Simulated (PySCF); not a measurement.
H₂Cl₃NTi, singlet, geometry from GFN2-xTB of the parent state (such geometries of metal compounds can be far from the true shape) (the multiplicity is a formal guess); DF-PBE0/6-31G* in PySCF.

The PySCF input:
```python
from pyscf import gto, scf, dft

mol = gto.M(
    atom='''
Ti   -0.077443   -0.276581   -0.065696
Cl    1.955966    0.211574   -0.707327
Cl    0.105829   -0.034612    2.116002
Cl   -1.247596    1.168313   -1.245647
N    -1.252335   -1.772572   -0.147701
H    -1.195158   -2.697770   -0.574794
H    -2.176118   -1.679129    0.282538
''',
    basis='6-31g*',
    charge=0,
    spin=0,
    verbose=4,
)

mf = dft.RKS(mol)
mf.xc = 'pbe0'
mf = mf.density_fit(auxbasis='def2-universal-jkfit')
mf.kernel()
```

The log (banner, timings and long lists left out):

```
PySCF version 2.14.0

[INPUT] verbose = 4
[INPUT] num. atoms = 7
[INPUT] num. electrons = 82
[INPUT] charge = 0
[INPUT] spin (= nelec alpha-beta = 2S) = 0
[INPUT] symmetry False subgroup None
[INPUT] Mole.unit = angstrom
[INPUT] Symbol           X                Y                Z      unit          X                Y                Z       unit  Magmom
[INPUT]  1 Ti    -0.077443000000  -0.276581000000  -0.065696000000 AA   -0.146346060265  -0.522662341258  -0.124147447479 Bohr   0.0
[INPUT]  2 Cl     1.955966000000   0.211574000000  -0.707327000000 AA    3.696240048961   0.399816915079  -1.336654310510 Bohr   0.0
[INPUT]  3 Cl     0.105829000000  -0.034612000000   2.116002000000 AA    0.199987826037  -0.065407200623   3.998664259032 Bohr   0.0
[INPUT]  4 Cl    -1.247596000000   1.168313000000  -1.245647000000 AA   -2.357614754103   2.207791597769  -2.353931677886 Bohr   0.0
[INPUT]  5 N     -1.252335000000  -1.772572000000  -0.147701000000 AA   -2.366570166207  -3.349675616073  -0.279114438324 Bohr   0.0
[INPUT]  6 H     -1.195158000000  -2.697770000000  -0.574794000000 AA   -2.258521295583  -5.098046447068  -1.086203238043 Bohr   0.0
[INPUT]  7 H     -2.176118000000  -1.679129000000   0.282538000000 AA   -4.112267034736  -3.173093937815   0.533919439782 Bohr   0.0

nuclear repulsion = 530.25070851921
number of shells = 46
number of NR pGTOs = 285
number of NR cGTOs = 106
basis = 6-31g*
ecp = {}

******** <class 'pyscf.df.df_jk.DFRKS'> ********
method = DFRKS
initial guess = minao
damping factor = 0
level_shift factor = 0
DIIS = <class 'pyscf.scf.diis.CDIIS'>
diis_start_cycle = 1
diis_space = 8
diis_damp = 0
SCF conv_tol = 1e-09
SCF conv_tol_grad = None
SCF max_cycles = 50
direct_scf = False
XC library pyscf.dft.libxc version 7.1.2
    S. Lehtola, C. Steigemann, M. J. T. Oliveira, and M. A. L. Marques,  SoftwareX 7, 1–5 (2018)
XC functionals = pbe0
    C. Adamo and V. Barone,  J. Chem. Phys. 110, 6158 (1999)
    M. Ernzerhof and G. E. Scuseria,  J. Chem. Phys. 110, 5029 (1999)
radial grids:
    Treutler-Ahlrichs [JCP 102, 346 (1995); DOI:10.1063/1.469408] (M4) radial grids

becke partition: Becke, JCP 88, 2547 (1988); DOI:10.1063/1.454033
pruning grids: <function nwchem_prune>
grids dens level: 3
symmetrized grids: False
atomic radii adjust function: <function treutler_atomic_radii_adjust>
small_rho_cutoff = 0
Set gradient conv threshold to 3.16228e-05
Initial guess from minao.
tot grids = 111064
******** <class 'pyscf.df.df.DF'> ********
auxbasis = def2-universal-jkfit
init E= -2285.47048607287
  HOMO = -0.331590679356014  LUMO = -0.141125356821929  gap/eV = 5.18283
cycle= 1 E= -2285.15059329346  delta_E= 0.32  |g|= 0.847  |ddm|= 2.71
  HOMO = -0.296242084411356  LUMO = -0.291213235227444  gap/eV = 0.13684
cycle= 2 E= -2273.54857331538  delta_E= 11.6  |g|= 7.54  |ddm|= 4.31
  HOMO = -0.259581472994675  LUMO = -0.197863726878774  gap/eV = 1.67943
cycle= 3 E= -2284.84567467998  delta_E= -11.3  |g|= 1.61  |ddm|= 3.37
  HOMO = -0.288779596500403  LUMO = -0.162231969836191  gap/eV = 3.44354
cycle= 4 E= -2285.32439573592  delta_E= -0.479  |g|= 0.497  |ddm|= 0.719
  HOMO = -0.283302700863026  LUMO = -0.142660316182209  gap/eV = 3.82707
cycle= 5 E= -2285.37373074684  delta_E= -0.0493  |g|= 0.24  |ddm|= 0.39
  HOMO = -0.302605236583019  LUMO = -0.140851753854875  gap/eV = 4.40154
cycle= 6 E= -2285.38689440363  delta_E= -0.0132  |g|= 0.0524  |ddm|= 0.165
  HOMO = -0.298754925440982  LUMO = -0.136768240448009  gap/eV = 4.40788
cycle= 7 E= -2285.38770513079  delta_E= -0.000811  |g|= 0.00944  |ddm|= 0.0605
  HOMO = -0.299643348196816  LUMO = -0.136731679236502  gap/eV = 4.43305
cycle= 8 E= -2285.38773218576  delta_E= -2.71e-05  |g|= 0.00178  |ddm|= 0.0115
  HOMO = -0.299632084302683  LUMO = -0.136879604642811  gap/eV = 4.42872
cycle= 9 E= -2285.38773306245  delta_E= -8.77e-07  |g|= 0.000353  |ddm|= 0.00185
  HOMO = -0.299607724814929  LUMO = -0.136810366667242  gap/eV = 4.42994
cycle= 10 E= -2285.38773311359  delta_E= -5.11e-08  |g|= 0.000151  |ddm|= 0.000688
  HOMO = -0.299610853560597  LUMO = -0.136809399880065  gap/eV = 4.43005
cycle= 11 E= -2285.38773312289  delta_E= -9.3e-09  |g|= 7.27e-05  |ddm|= 0.000291
  HOMO = -0.299614776997018  LUMO = -0.136812396492733  gap/eV = 4.43008
cycle= 12 E= -2285.38773312521  delta_E= -2.32e-09  |g|= 1.44e-05  |ddm|= 0.000135
  HOMO = -0.299613590157186  LUMO = -0.136809152453405  gap/eV = 4.43013
cycle= 13 E= -2285.38773312531  delta_E= -9.19e-11  |g|= 3.84e-06  |ddm|= 2.2e-05
  HOMO = -0.299613120568999  LUMO = -0.136810303983311  gap/eV = 4.43009
Extra cycle  E= -2285.38773312528  delta_E= 2.73e-11  |g|= 1.12e-05  |ddm|= 1.23e-05
converged SCF energy = -2285.38773312528
```
